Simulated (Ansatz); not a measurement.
The cluster Zr₂Se₄⁺. Charge 1, multiplicity 2. Geometry r2SCAN-D4/def2-SVP, basis def2-TZVP, Ansatz.

| atom | x (Å) | y (Å) | z (Å) |
| --- | --- | --- | --- |
| Zr1 | 0.645 | 0.404 | -1.722 |
| Zr2 | -1.492 | -0.907 | 0.704 |
| Se3 | 2.351 | 1.423 | -0.448 |
| Se4 | -1.474 | 1.256 | -0.620 |
| Se5 | 0.420 | -1.881 | -0.646 |
| Se6 | -0.451 | -0.295 | 2.732 |

```tsv
run	HOMO (eV)	LUMO (eV)
A	-9.77	-9.29
B	-10.65	-8.81
C	-9.57	-9.14
D	-9.98	-9.35
E	-10.47	-8.95
F	-9.95	-9.20
```

In the def2 sets Zr takes a core potential; there is no spin–orbit coupling. B3LYP takes the VWN-RPA correlation. Another isomer (doublet) lies 0.19 eV lower at PBE0-D4/def2-TZVP; other spin states weren't run for this one.

HOMO and LUMO are taken over both spins.

Q: The runs used B3LYP, B97M-V, BLYP, PBE, PBE0, r2SCAN. Estimate which is which.

A: A PBE (0 % exact exchange); B PBE0 (25 % exact exchange); C BLYP (0 % exact exchange); D r2SCAN (0 % exact exchange); E B3LYP (20 % exact exchange); F B97M-V (0 % exact exchange). Exact exchange lowers occupied and raises empty levels; among semilocal functionals meta-GGAs tend to open the gap a little, and such runs are hard to tell apart. The gap grows from 0.43 eV (BLYP) to 1.83 eV (PBE0).
